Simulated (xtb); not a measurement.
CuF, charge +1, doublet, geometry from GFN2-xTB (such geometries of metal compounds can be far from the true shape) (the multiplicity is a formal guess); GFN0-xTB in xtb.

Here is a job for xtb.
```
$ xtb mol.xyz --gfn 0 --chrg 1 --uhf 1 --ohess --json

# file mol.xyz
2

Cu    -0.00000000    -0.00000000    -0.40706850
F      0.00000000     0.00000000     1.31166518
```

What the program printed (banner, timings and long lists left out):

```
   ID    Z sym.   atoms
    1   29 Cu     1
    2    9 F      2

           -------------------------------------------------
          |                Calculation Setup                |
           -------------------------------------------------

           -------------------------------------------------
          |                 G F N 0 - x T B                 |
           -------------------------------------------------

          ...................................................
          :                      SETUP                      :
          :.................................................:
          :  # basis functions                  14          :
          :  # atomic orbitals                  13          :
          :  # shells                            5          :
          :  # electrons                        17          :
          :  electronic temp.          300.0000000     K    :
          :  accuracy                    1.0000000          :
          :  -> integral cutoff          0.2500000E+02      :
          :  -> integral neglect         0.1000000E-07      :
          ...................................................

         :::::::::::::::::::::::::::::::::::::::::::::::::::::
         ::                     SUMMARY                     ::
         :::::::::::::::::::::::::::::::::::::::::::::::::::::
         :: total energy              -6.536185839770 Eh    ::
         :: gradient norm              0.006628167946 Eh/a0 ::
         :: HOMO-LUMO gap              3.441596463111 eV    ::
         ::.................................................::
         :: H0 energy                 -8.042529562139 Eh    ::
         :: repulsion energy           0.005199615277 Eh    ::
         :: electrostat energy         1.501243377773 Eh    ::
         :: -> Gsolv                   0.000000000000 Eh    ::
         ::    -> Gsasa                0.000000000000 Eh    ::
         ::    -> Gshift               0.000000000000 Eh    ::
         :: dispersion energy         -0.000099270680 Eh    ::
         :: short-range corr.          0.000000000000 Eh    ::
         :: add. restraining           0.000000000000 Eh    ::
         :: total charge               1.000000000000 e     ::
         :::::::::::::::::::::::::::::::::::::::::::::::::::::

      -----------------------------------------------------------
     |                   =====================                   |
     |                        A N C O P T                        |
     |                   =====================                   |
     |               Approximate Normal Coordinate               |
     |                Rational Function Optimizer                |
      -----------------------------------------------------------
      -----------------------------------------------------------
     |                   =====================                   |
     |                        A N C O P T                        |
     |                   =====================                   |
     |               Approximate Normal Coordinate               |
     |                Rational Function Optimizer                |
      -----------------------------------------------------------

          ...................................................
          :                      SETUP                      :
          :.................................................:
          :   optimization level            normal          :
          :   max. optcycles                   200          :
          :   ANC micro-cycles                  20          :
          :   degrees of freedom                 1          :
          :.................................................:
          :   RF solver                   davidson          :
          :   write xtbopt.log                true          :
          :   linear (good luck)              true          :
          :   energy convergence         0.5000000E-05 Eh   :
          :   grad. convergence          0.1000000E-02 Eh/α :
          :   maxmium RF displ.          1.0000000          :
          :   Hlow (freq-cutoff)         0.1000000E-01      :
          :   Hmax (freq-cutoff)         5.0000000          :
          :   S6 in model hess.         20.0000000          :
          ...................................................

generating ANC from exact Hessian ...
Using Lindh-Hessian (1995)
 Shifting diagonal of input Hessian by    0.0000000000000000
 Lowest  eigenvalues of input Hessian
    0.000000    0.000000    0.000000    0.000000    0.000000    1.062385
 Highest eigenvalues
    0.000000    0.000000    0.000000    0.000000    0.000000    1.062385

........................................................................
.............................. CYCLE    1 ..............................
........................................................................
 * total energy  :    -6.5361858 Eh     change        0.0000000E+00 Eh
   gradient norm :     0.0066282 Eh/α   predicted     0.0000000E+00 (   0.00%)
   displ. norm   :     0.0062387 α      lambda       -0.4135380E-04
   maximum displ.:     0.0062387 α      in ANC's #1, #1, #1, ...

........................................................................
.............................. CYCLE    2 ..............................
........................................................................
 * total energy  :    -6.5362198 Eh     change       -0.3399544E-04 Eh
   gradient norm :     0.0042827 Eh/α   predicted    -0.2067640E-04 ( -39.18%)
   displ. norm   :     0.0113899 α      lambda       -0.4878113E-04
   maximum displ.:     0.0113899 α      in ANC's #1, #1, #1, ...

........................................................................
.............................. CYCLE    3 ..............................
........................................................................
 * total energy  :    -6.5362451 Eh     change       -0.2524790E-04 Eh
[...]
 * total energy  :    -6.5362451 Eh     change       -0.4150729E-07 Eh
   *** GEOMETRY OPTIMIZATION CONVERGED AFTER 4 ITERATIONS ***
         :: total energy              -6.536245124614 Eh    ::
[...]
         3        2.0000           -0.4517851             -12.2937
         4        2.0000           -0.4517851             -12.2937
         5        2.0000           -0.4142335             -11.2719
         6        2.0000           -0.4142335             -11.2719
         7        1.9964           -0.4062657             -11.0551
         8        1.9964           -0.4062657             -11.0551
         9        1.0072           -0.3962384             -10.7822 (HOMO)
        10                         -0.2701278              -7.3506 (LUMO)
        11                         -0.1080030              -2.9389
        12                         -0.1080030              -2.9389
        13                          0.3123073               8.4983
      -------------------------------------------------------------
                  HL-Gap            0.1261106 Eh            3.4316 eV
             Fermi-level            0.0000000 Eh            0.0000 eV

     #   Z          covCN         q      C6AA      α(0)
     1  29 Cu       0.697     0.854   164.251    29.301
     2   9 F        0.697     0.146     8.267     3.313

 Mol. C6AA /au·bohr⁶  :        235.956455
 Mol. C8AA /au·bohr⁸  :      15973.996434
 Mol. α(0) /au        :         32.614377

Wiberg/Mayer (AO) data.
largest (>0.10) Wiberg bond orders for each atom

 ---------------------------------------------------------------------------
     #   Z sym  total        # sym  WBO       # sym  WBO       # sym  WBO
 ---------------------------------------------------------------------------
     1  29 Cu   0.859 --     2 F    0.859
     2   9 F    0.859 --     1 Cu   0.859
 ---------------------------------------------------------------------------

Topologies differ in total number of bonds
Writing topology from bond orders to xtbtopo.mol

 dipole moment from electron density (au)
     X       Y       Z
  -0.0000  -0.0000  -3.0349  total (Debye):    7.714

           -------------------------------------------------
          |               Frequency Printout                |
           -------------------------------------------------
 vibrational frequencies (cm⁻¹)
eigval :        0.00     0.00     0.00     0.00     0.00   560.17
Molecule has the following symmetry elements: (Cinf) (sigma)
It seems to be the Cinfv point group
 reduced masses (amu)
   1: 53.29   2: 53.29   3: 53.29   4: 29.25   5: 29.25   6: 29.25
 IR intensities (km·mol⁻¹)
   1: 11.81   2: 11.81   3: 11.81   4:  0.47   5:  0.47   6:  0.17
 Raman intensities (Ä⁴*amu⁻¹)
   1:  0.00   2:  0.00   3:  0.00   4:  0.00   5:  0.00   6:  0.00
 output can be read by thermo (or use thermo option).
 writing <g98.out> molden fake output.
 recommended (thermochemical) frequency scaling factor: 1.0
           -------------------------------------------------
          |             Thermodynamic Functions             |
           -------------------------------------------------

cin symmetry found (for desy threshold:  0.10E+00) used in thermo

          ...................................................
          :                      SETUP                      :
          :.................................................:
          :  # frequencies                           1      :
          :  # imaginary freq.                       0      :
          :  linear?                              true      :
          :  only rotor calc.                    false      :
          :  symmetry                              cin      :
          :  rotational number                       1      :
          :  scaling factor                  1.0000000      :
          :  rotor cutoff                   50.0000000 cm⁻¹ :
          :  imag. cutoff                  -20.0000000 cm⁻¹ :
          :.................................................:

    mode    ω/cm⁻¹     T·S(HO)/kcal·mol⁻¹    T·S(FR)/kcal·mol⁻¹   T·S(vib)
   ------------------------------------------------------------------------
   ------------------------------------------------------------------------

   temp. (K)  partition function   enthalpy   heat capacity  entropy
                                   cal/mol     cal/K/mol   cal/K/mol   J/K/mol
 298.15  VIB   1.07                  114.998      1.117      0.524
         ROT   540.                  592.502      1.987     14.489
         INT   578.                  707.500      3.105     15.013
         TR   0.726E+27             1481.254      4.968     39.128
         TOT                        2188.7534     8.0729    54.1410   226.5258

       T/K    H(0)-H(T)+PV         H(T)/Eh          T*S/Eh         G(T)/Eh
   ------------------------------------------------------------------------
    298.15    0.348800E-02    0.476417E-02    0.257241E-01   -0.209599E-01
   ------------------------------------------------------------------------

         :::::::::::::::::::::::::::::::::::::::::::::::::::::
         ::                  THERMODYNAMIC                  ::
         :::::::::::::::::::::::::::::::::::::::::::::::::::::
         :: total free energy          -6.557205071603 Eh   ::
         ::.................................................::
         :: total energy               -6.536245124614 Eh   ::
         :: zero point energy           0.001276169640 Eh   ::
         :: G(RRHO) w/o ZPVE           -0.022236116629 Eh   ::
         :: G(RRHO) contrib.           -0.020959946989 Eh   ::
         :::::::::::::::::::::::::::::::::::::::::::::::::::::

optimized geometry written to: xtbopt.xyz

           -------------------------------------------------
          | TOTAL ENERGY               -6.536245124614 Eh   |
          | TOTAL ENTHALPY             -6.531480954350 Eh   |
          | TOTAL FREE ENERGY          -6.557205071603 Eh   |
          | GRADIENT NORM               0.000086519708 Eh/α |
          | HOMO-LUMO GAP               3.431644913093 eV   |
           -------------------------------------------------

normal termination of xtb
```
